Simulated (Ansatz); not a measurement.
Ansatz (a quantum-chemistry and plane-wave program) input (CCSD(T)/aug-cc-pV(D+d)Z):
A basis named .json is the Basis Set Exchange file of that set.

Ansatz 0.2 input:
```yaml
crystal:
  periodic: [false, false, false]
  atoms:
    - {symbol: C, position_ang: [0.69575977, -0.07813870, -1.73553050]}
    - {symbol: Si, position_ang: [0.02758188, 0.00512868, -0.01379961]}
    - {symbol: C, position_ang: [-1.82713879, 0.25641181, -0.10615878]}
    - {symbol: N, position_ang: [0.94907322, 1.22498282, 0.77658545]}
    - {symbol: N, position_ang: [0.24566266, -1.41112436, 0.95372284]}
    - {symbol: H, position_ang: [0.09904860, -0.40344464, -2.58208425]}
    - {symbol: H, position_ang: [1.73889497, 0.10341985, -1.97588123]}
    - {symbol: H, position_ang: [-2.32115429, -0.57887143, -0.61050868]}
    - {symbol: H, position_ang: [-2.25964842, 0.34854429, 0.89244723]}
    - {symbol: H, position_ang: [-2.06710055, 1.16451921, -0.66320177]}
    - {symbol: H, position_ang: [0.82809820, 1.40411610, 1.76090549]}
    - {symbol: H, position_ang: [1.25346928, 2.04736602, 0.28154240]}
    - {symbol: H, position_ang: [-0.41000017, -2.17403853, 0.88817987]}
    - {symbol: H, position_ang: [1.17736911, -1.75006047, 1.13977306]}
basis:
  gaussian:
    orbitals: aug-cc-pV_D+d_Z.json
magnetization: {spin_polarized: true, initial_magnetization: 1}
correlation: {method: ccsd_t, electrons: outside_noble_gas}
output: {forces: true}
```

Output:

```
Functional definition: HF
integrals: 1.79 GiB planned
2035 factors; integrals over basis functions are off by at most 9.6e-4 eV
1.23 GiB of device memory are held for the factors and their scratch space
mean field: 1.50 GiB planned
mean field evaluation 1: about -13024.6318 eV, gradient 3.7e1 eV
mean field evaluation 2: about -13024.6654 eV, gradient 3.7e1 eV
mean field evaluation 4: about -13031.0505 eV, gradient 3.3e0 eV
mean field evaluation 8: about -13031.1412 eV, gradient 1.6e-1 eV
mean field evaluation 16: about -13031.0838 eV, gradient 9.7e-1 eV
mean field -13031.14187017 eV, -478.8856309036 hartree, gradient 4.1e-6 eV, S^2 0.760373; 0 other end points of the search recorded, 0 dependent functions left out
9 core orbitals not correlated
reference -13031.14187017 eV, -478.8856309036 hartree; 16, 15 occupied and 180, 181 virtual orbitals, 2035 factors
densities: 14.34 GiB planned
second order -20.18370271 eV of doubles, -0.00000000 eV of singles
coupled cluster: 11.84 GiB planned
cycle   1  -21.23921515 eV  change    -1.1e0 eV  update   9.7e-2
cycle   2  -21.74008725 eV  change   -5.0e-1 eV  update   2.9e-2
cycle   3  -21.85005876 eV  change   -1.1e-1 eV  update   1.5e-2
cycle   4  -21.85048157 eV  change   -4.2e-4 eV  update   4.9e-3
cycle   5  -21.84924497 eV  change    1.2e-3 eV  update   2.9e-3
cycle   6  -21.84984089 eV  change   -6.0e-4 eV  update   1.3e-3
cycle   7  -21.84989466 eV  change   -5.4e-5 eV  update   7.1e-4
cycle   8  -21.84999563 eV  change   -1.0e-4 eV  update   3.1e-4
cycle   9  -21.85002531 eV  change   -3.0e-5 eV  update   1.5e-4
cycle  10  -21.84995863 eV  change    6.7e-5 eV  update   7.5e-5
cycle  11  -21.84997057 eV  change   -1.2e-5 eV  update   3.9e-5
cycle  12  -21.84998975 eV  change   -1.9e-5 eV  update   1.8e-5
cycle  13  -21.84999735 eV  change   -7.6e-6 eV  update   8.4e-6
cycle  14  -21.85000243 eV  change   -5.1e-6 eV  update   3.5e-6
cycle  15  -21.85000326 eV  change   -8.3e-7 eV  update   1.4e-6
perturbative correction -0.69581438 eV, -0.0255707067 hartree
the calculation of the forces begins
1.23 GiB of device memory are held for the factors and their scratch space
Total energy: -13053.68768781 eV, -479.7141744198 hartree
Atom 0 at     0.695760    -0.078139    -1.735531 Å, force    -0.068104     0.112868     0.136267 eV/Å
Atom 1 at     0.027582     0.005129    -0.013800 Å, force    -0.320798    -0.001013    -0.180780 eV/Å
Atom 2 at    -1.827139     0.256412    -0.106159 Å, force     0.305380    -0.072681     0.005093 eV/Å
Atom 3 at     0.949073     1.224983     0.776585 Å, force     0.289908    -0.075648     0.050344 eV/Å
Atom 4 at     0.245663    -1.411124     0.953723 Å, force    -0.058292     0.082510     0.318040 eV/Å
Atom 5 at     0.099049    -0.403445    -2.582084 Å, force    -0.301375    -0.166333    -0.415760 eV/Å
Atom 6 at     1.738895     0.103420    -1.975881 Å, force     0.516384     0.087986    -0.110533 eV/Å
Atom 7 at    -2.321154    -0.578871    -0.610509 Å, force    -0.222473    -0.381652    -0.226534 eV/Å
Atom 8 at    -2.259648     0.348544     0.892447 Å, force    -0.191667     0.042154     0.451952 eV/Å
Atom 9 at    -2.067101     1.164519    -0.663202 Å, force    -0.108471     0.417460    -0.253844 eV/Å
Atom 10 at     0.828098     1.404116     1.760905 Å, force    -0.055348     0.088007     0.379378 eV/Å
Atom 11 at     1.253469     2.047366     0.281542 Å, force     0.104388     0.344169    -0.183814 eV/Å
Atom 12 at    -0.410000    -2.174039     0.888180 Å, force    -0.246426    -0.322225    -0.033086 eV/Å
Atom 13 at     1.177369    -1.750060     1.139773 Å, force     0.356894    -0.155600     0.063277 eV/Å
Dipole moment:     0.003679    -0.011131    -0.010975 e Å
```

It need not be the lowest isomer of its formula.
